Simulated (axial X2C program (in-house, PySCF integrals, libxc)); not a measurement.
**Outer orbitals of HfP⁺ at 2.178 Å, r2SCAN0**

Calculated with an axial X2C code built on PySCF integrals. Spin-free means the one-electron spin-free X2C Hamiltonian; two-component (2c) means X2C with spin–orbit coupling and atomic mean-field two-electron Coulomb and Gaunt terms, so the difference of the two also holds small scalar two-electron terms. Basis: Hf dyall-cv3z [13s14p9d7f4g], P dyall-v3z [8s7p2d1f] (cores contracted in-house); Gaussian nuclei, density fitting, unrestricted open shells. Masses: Hf 179.947 u, P 30.974 u.

The distance is close to the 2c PBE0 minimum; the highest filled and lowest empty levels are listed.

Spin-free orbitals, state M_S = 0, Λ = 0 (closed shell) (Löwdin shares):

```
symmetry  occupied  ε (eV)             atomic character
     φ-α       yes  -27.91                    100% Hf f
     φ+α       yes  -27.91                    100% Hf f
     δ-α       yes  -27.70                    100% Hf f
     δ+α       yes  -27.70                    100% Hf f
      σα       yes  -27.63                    100% Hf f
     π+α       yes  -27.63                    100% Hf f
     π-α       yes  -27.63                    100% Hf f
      σα       yes  -20.13  61% P s, 13% Hf d, 11% Hf s
      σα       yes  -12.05  56% P p, 20% Hf s, 12% Hf d
     π-α       yes  -11.90   48% Hf d, 42% P p, 4% Hf p
     π+α       yes  -11.90   48% Hf d, 42% P p, 4% Hf p
      σα        no   -8.69   48% Hf s, 39% Hf d, 6% P p
     δ-α        no   -7.82                     99% Hf d
     δ+α        no   -7.82                     99% Hf d
     π-α        no   -6.82  40% Hf d, 32% Hf p, 21% P p
     π+α        no   -6.82  40% Hf d, 32% Hf p, 21% P p
```

One partner of each degenerate Kramers or spin pair is listed.

Spinors with spin–orbit coupling (state Ω = 0):

```csv
ω,occupied,ε (eV),atomic character,λ mixture
5/2,yes,-28.88,100% Hf f,"88% φ, 12% δ"
3/2,yes,-28.68,100% Hf f,"73% δ, 27% π"
1/2,yes,-28.63,100% Hf f,"57% π, 43% σ"
7/2,yes,-27.25,100% Hf f,100% φ
5/2,yes,-27.06,100% Hf f,"88% δ, 12% φ"
3/2,yes,-26.98,100% Hf f,"73% π, 27% δ"
1/2,yes,-26.96,100% Hf f,"57% σ, 43% π"
1/2,yes,-20.15,"61% P s, 13% Hf d, 11% Hf p",100% σ
1/2,yes,-12.10,"52% P p, 23% Hf d, 13% Hf s","74% σ, 26% π"
1/2,yes,-11.94,"45% P p, 37% Hf d, 7% Hf s","74% π, 26% σ"
3/2,yes,-11.86,"48% Hf d, 42% P p, 4% Hf p",100% π
1/2,no,-8.69,"47% Hf s, 39% Hf d, 6% P p","99% σ, 1% π"
3/2,no,-8.01,97% Hf d,"98% δ, 2% π"
5/2,no,-7.64,99% Hf d,100% δ
1/2,no,-7.02,"37% Hf d, 37% Hf p, 20% P p","89% π, 11% σ"
```

One partner of each degenerate Kramers or spin pair is listed.

Question: How does the gap between the highest filled and lowest empty level change from the spin-free to the 2c table?

Answer: From 3.21 to 3.17 eV at r2SCAN0, a change of -0.04 eV.

Mulliken charges and populations of the two-component result (they depend on the basis, above all on diffuse functions):

Hf 0.87 e (s 10.63 p 24.18 d 22.27 f 14.04 g 0.01), P 0.13 e (s 5.87 p 8.91 d 0.08 f 0.01).

One determinant describes the state; a PBE0 search over occupations chose it and may have missed a lower one.
